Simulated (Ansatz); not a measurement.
`C#[C][Al]([Cl])[Cl]` + NH₃ → `[NH2][Al]([Cl])[Cl]` + `C#C` at 600 K and 1 bar (ligand exchange at the Al–C bond).

Program: Ansatz. Geometries: PBE0-D4/def2-TZVP. ΔE: electronic, gas phase. CBS: MP2 limit from def2 TZ/QZ plus the TZ coupled-cluster correction, frozen cores. This one scheme is used for every species. Each species was taken in one conformer, which may not be the lowest.

| species | CCSD(T)/CBS energy (Eh) | H − E (kJ/mol) | S (J/(mol·K)) |
| --- | --- | --- | --- |
| `C#[C][Al]([Cl])[Cl]` | -1238.37391 | 108.8 | 414.4 |
| NH₃ | -56.50880 | 112.4 | 219.5 |
| `[NH2][Al]([Cl])[Cl]` | -1217.66844 | 123.5 | 389.4 |
| `C#C` | -77.22717 | 96.2 | 235.4 |

H − E and S are ideal-gas, rigid-rotor, harmonic terms from PBE0-D4/def2-TZVP, for one conformer and one mirror image of each species. 1 Eh = 2625.50 kJ/mol, R = 8.31446 J/(mol·K).

Problem. By hand: ΔE, ΔH, ΔS and ΔG.

Solution. ΔE = (-1217.66844) + (-77.22717) − (-1238.37391) − (-56.50880) = -0.01290 Eh = -33.9 kJ/mol. Δ(H − E) = 123.5 + 96.2 − 108.8 − 112.4 = -1.5, so ΔH = -35.4 kJ/mol. ΔS = 389.4 + 235.4 − 414.4 − 219.5 = -9.1 J/(mol·K). ΔG = -35.4 − 600 × (-9.1)/1000 = -29.9 kJ/mol.

Problem. By hand: the equilibrium constant, and the temperature at which ΔG would vanish if ΔH and ΔS stayed fixed.

Solution. log₁₀ K = −ΔG/(RT ln 10) = 2.6. ΔG = 0 at ΔH/ΔS = 3890 K, far beyond where these terms or the molecules hold.

The number of gas molecules stays the same, so ΔS is small and ΔH decides. A doubt of 5 kJ/mol in ΔE shifts log₁₀ K by 0.4 here. Other conformers and mirror images would add mixing entropy, several J/(mol·K) or more a flexible species. These are equilibria of isolated gas molecules and say nothing of rates. Largest T1 diagnostic: 0.013 (customary marks: 0.02 for closed shells, 0.045 for open ones).
